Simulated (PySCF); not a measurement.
**Dipole response of Se⁺ (selenium, charge +1)**

[Ar] 3d10 4s2 4p3, high-spin 4S determinant. All numbers are calculated (PySCF 2.14, a scalar-relativistic core potential, in aug-cc-pVTZ-PP with ECP10MDF (6s5p4d2f, 55 functions)). Coupled (time-dependent) response in atomic units; α is the mean over directions.

| method | mean α (bohr³) | C₆ (like pair) | S(−4) |
| --- | --- | --- | --- |
| UHF | 14.16 | 86.35 | 47.59 |
| PBE | 14.53 | 88.90 | 51.89 |
| PBE0 | 14.27 | 86.99 | 48.92 |
| BP86 | 14.49 | 88.56 | 51.35 |
| wB97M-V | 14.32 | 86.39 | 50.92 |

S(−4) is the Cauchy moment in α(ω) = α(0) + S(−4) ω² + …

α(iu) at wB97M-V:

```
u (hartree)  α(iu) (bohr³)
          0          14.32
     0.0500          14.19
      0.100          13.83
      0.200          12.57
      0.300          10.95
      0.500          7.872
      0.750          5.196
       1.00          3.585
       1.50          1.963
       2.00          1.237
       3.00         0.6284
       5.00         0.2585
```

For an ion, C₆ is the dispersion term alone; charge-induced terms of lower order in 1/R come first.

Energies and moments cover only the electrons outside the core potential.
